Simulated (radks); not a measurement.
Dynamic dipole polarisability and lines of the aluminium ion Al+, [Ne] 3s2. Calculated with a radial shooting solver on a logarithmic mesh with Libxc functionals: non-relativistic Kohn-Sham, LDA (Slater exchange, Perdew-Wang correlation), spin-unpolarised, spherical densities, point nucleus. Time-dependent linear response with the Hartree and adiabatic LDA kernel, continuum included through the Sternheimer equations. Lines are the poles of the dipole polarisability below minus the highest occupied eigenvalue, found on a grid refined at the orbital gaps; the lowest seven at most are given, and weak or close lines can be missed. The first line takes the name of the lowest orbital gap if no other gap lies below it; otherwise a line is named after a gap within 0.6 % of it, if that gap stands alone.

photon energy (eV)  alpha (bohr^3)
0                            23.48
0.733                        23.70
1.711                        24.75
2.689                        26.91
3.667                        30.79
4.644                        37.99
5.622                        53.55
6.600                        105.2
7.578                       -812.6
8.556                       -73.65
9.533                       -36.21
10.511                      -23.01
11.489                      -16.27
12.467                      -5.006
13.444                      -9.994
14.422                      -8.050

Lines (eV, oscillator strength): 7.473 (165.9 nm, 3s-3p), f = 1.74; 12.490 (99.27 nm, 3s-4p), f = 0.00582. Higher lines, where found, are left out when the end of the mesh affects them. Those listed give 98 % of the static polarisability (sum of f/w^2). Orbital energy gaps for comparison: 3s-3p 5.728 eV; 3s-4p 12.462 eV. At laser wavelengths: 1550 nm 23.75, 1064 nm 24.05, 780 nm 24.57, 532 nm 25.96, 355 nm 29.92, 266 nm 38.16, 193 nm 88.75 bohr^3. Measured terms reached by dipole lines (averaged over J; NIST Handbook of Basic Atomic Spectroscopic Data, eV): 3s-3p 7.421; 3s-4p 13.257; those above the model threshold have no computed partner.
